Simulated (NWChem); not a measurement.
C2H6ClFSi; SMILES CC[Si@@H](F)Cl

```xyz
11

C     -1.0275     1.9396     0.6443
C     -0.3554     1.4669    -0.6430
Si     0.5657    -0.1403    -0.4941
F      1.7272     0.0082     0.6295
Cl    -0.7087    -1.6297     0.1479
H     -1.7572     1.1998     1.0070
H     -1.5612     2.8899     0.4920
H     -0.2898     2.0958     1.4460
H      0.3703     2.2156    -1.0092
H     -1.0946     1.3431    -1.4543
H      1.2135    -0.5884    -1.7516
```
Atoms are numbered in this order, from 1.

Results from NWChem. Pople sets run with spherical d functions. The geometry was optimised at PBE0/def2-SVP. Vertical excitations in the gas phase; the lowest state need not have the same character in each row.

For level PBE/def2-SVP, TDA:

```
Property                         Value
-------------------------------  -----
lowest excitation, singlet (eV)   7.51
orbital gap (eV)                  7.40
```

Task: Estimate the same quantities for level PBE/6-31+G*, TDA.

Result: The lowest excitation, singlet (eV) comes out as 6.87 and the orbital gap (eV) comes out as 6.80.
